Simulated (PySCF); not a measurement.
Molecule: SMILES O=C([O-])CC1CC1, [C5H7O2]-.

Bonds (- single, = double, # triple, : aromatic): O1=C2, C2-O3, C2-C4, C4-C5, C5-C6, C6-C7, C7-C5. C4 carries H8, H9; C5 carries H10; C6 carries H11, H12; C7 carries H13, H14. Formal charges: O3 -1.

Total charge -1. H11, H14 are cis to C4 on the ring; H12, H13 are trans to C4 on the ring.

Frames of a GFN2-xTB Langevin trajectory at 600 K; GIAO PBE0/pcSseg-1 shieldings in PySCF 2.14.0 with density-fitted response routines, gas phase, non-relativistic; equivalent atoms averaged within each frame.

Referencing at the same level of theory: 17O (336.08 ppm) vs H2O; 13C (186.93 ppm) and 1H (31.72 ppm) vs TMS. The references are static minima.

Question: How do the shifts (ppm) fluctuate along the trajectory?

Answer: 
| time (fs) | O1 | O3 | C2 | C4 | C5 | C6/C7 | H8/H9 | H12/H13 | H10 | H11/H14 |
| --- | --- | --- | --- | --- | --- | --- | --- | --- | --- | --- |
| 250 | 416.4 | 309.0 | 168.8 | 70.6 | 19.7 | 11.7 | 4.44 | 1.24 | 0.33 | -0.49 |
| 425 | 401.3 | 347.7 | 175.9 | 58.5 | 16.4 | 14.7 | 2.52 | 0.97 | 2.05 | 1.82 |
| 625 | 348.0 | 399.3 | 180.0 | 73.8 | 17.4 | 15.5 | 3.05 | 1.21 | 2.68 | 1.84 |
| 800 | 325.6 | 330.6 | 164.8 | 51.8 | 17.7 | 11.1 | 0.16 | 0.68 | 0.32 | 1.02 |
| 1000 | 351.0 | 421.7 | 179.4 | 49.5 | 14.2 | 13.2 | 2.05 | 0.87 | 2.18 | 0.50 |
| mean of frames | 368.5 | 361.7 | 173.8 | 60.8 | 17.1 | 13.2 | 2.44 | 0.99 | 1.51 | 0.94 |
| standard deviation | 38.5 | 47.3 | 6.7 | 10.9 | 2.0 | 1.9 | 1.56 | 0.24 | 1.11 | 0.98 |

5 frames give an uncertainty of the mean of about the standard deviation over 2.2 at best, since frames this close in time may not be independent; classical motion lacks zero-point vibration, and the reference would need the same averaging.
